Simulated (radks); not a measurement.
The numbers below are computed, except where a source is named.
Ionisation of the titanium ion Ti+, [Ar] 3d2 4s1, to [Ar] 3d2 as the strength of local exchange is varied. Code: a radial shooting solver on a logarithmic mesh with Libxc functionals. Model: Dirac Kohn-Sham, Slater X-alpha exchange (alpha = 2/3 is LDA exchange), no correlation, spin-unpolarised, spherical densities, point nucleus; open shells are shared between the two j in proportion to 2j + 1.

| alpha | E(Ti+) (hartree) | exchange (hartree) | IE (eV) | -e of the level emptied (eV) | <r> of it (bohr) |
|---|---|---|---|---|---|
| 0.561 | -843.69633 | -31.86012 | 12.275 | 9.060 (4s1/2) | 3.290 |
| 0.667 | -849.73583 | -38.12618 | 12.867 | 9.652 (4s1/2) | 3.216 |
| 0.742 | -854.03263 | -42.60610 | 13.295 | 10.085 (4s1/2) | 3.164 |
| 0.784 | -856.44735 | -45.13157 | 13.539 | 10.333 (4s1/2) | 3.136 |
| 1.003 | -869.13678 | -58.49329 | 14.848 | 11.684 (4s1/2) | 2.995 |

NIST Atomic Spectra Database: 13.576 eV (measured). The Delta-SCF value meets it near alpha = 0.79. Spin polarisation and multiplet splitting are left out, so open shells lie too high by an amount that depends on their filling.

Beside tabulated values, note that spin-unpolarised runs miss the spin-polarisation part of the exchange energy of open shells.
